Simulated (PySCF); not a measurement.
Exercise with solution: oscillator strength and radiative lifetime

C₂H₈F₂Si₂, SMILES FC(F)C([SiH3])[SiH3].

Geometry optimised at B3LYP-D3(BJ)/def2-SVP. This is a generated structure with no PubChem entry under its InChIKey; it may be hypothetical. One conformer was computed; it need not be the lowest.

TDDFT-M06-2X/def2-SVPD in PySCF 2.14.0 puts the first singlet state with f over 0.02 at 8.01 eV (vertical), with the transition dipole (0.391, -0.219, 0.050) in atomic units.

### Question
Find the oscillator strength, the wavelength and the radiative lifetime that this transition would have in vacuum if emission retraced absorption.

### Answer

|μ|² = 0.2033 au, so |μ| = 1.15 D. ΔE = 8.01/27.211 = 0.2944 hartree. f = (2/3) ΔE |μ|² = 0.040 (the program prints 0.040).
λ = 1239.84/8.01 = 155 nm; ν = 64605 cm⁻¹.
Einstein's coefficient A = 0.6670 ν² f s⁻¹ (ν in cm⁻¹) = 1.1e8 s⁻¹, so τ = 1/A = 9.0 ns. This state is S1. The figure is the radiative limit of this one transition; relaxation, internal conversion, crossing to triplets and a medium change what is measured.
